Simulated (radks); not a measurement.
Question: The promethium ion Pm11+ is in [Kr] 4d10 4f(5/2: 1, 7/2: 0) 5s2 5p(1/2: 1, 3/2: 0). Method: Dirac Kohn-Sham, PBE, spin-unpolarised, spherical densities, finite nucleus; Fermi nuclear charge, rms radius of each element as measured or else 0.836 A^(1/3) + 0.57 fm; computed with a radial shooting solver on a logarithmic mesh with Libxc functionals. Sub-shells are occupied by j as written (lower j first in brackets). One electron is removed from 4d5/2, 5p1/2, 4f5/2, 5s1/2 in turn, with full relaxation. Which removal costs least, and what does each cost?

Answer: 5p1/2 189.37 eV; 4f5/2 204.52 eV; 5s1/2 212.18 eV; 4d5/2 330.77 eV. The 5p1/2 electron leaves first.
